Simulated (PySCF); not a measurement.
Ga(OH)(SiH3)2 (GaH₇OSi₂), SMILES [OH][Ga]([SiH3])[SiH3].

Geometry: TPSSh-D3(BJ)/def2-SVP. The values are those of a single conformer.

Method: PBE/def2-TZVP (PySCF).

```json
{
  "total_energy": "-2582.66542 hartree",
  "point_group": "Cs",
  "highest_occupied_level": "-6.22 eV",
  "lowest_empty_level": "-2.58 eV",
  "orbital_gap": "3.64 eV",
  "dipole_moment": "1.19 D",
  "quadrupole, principal values (traceless, Buckingham form, about the centre of nuclear charge)": "-7.58, 3.78, 3.79 D·Å",
  "mean_static_polarisability": "101.8 bohr³ (15.08 Å³)",
  "polarisability_principal_values": "75.1, 94.5, 135.7 bohr³"
}
```
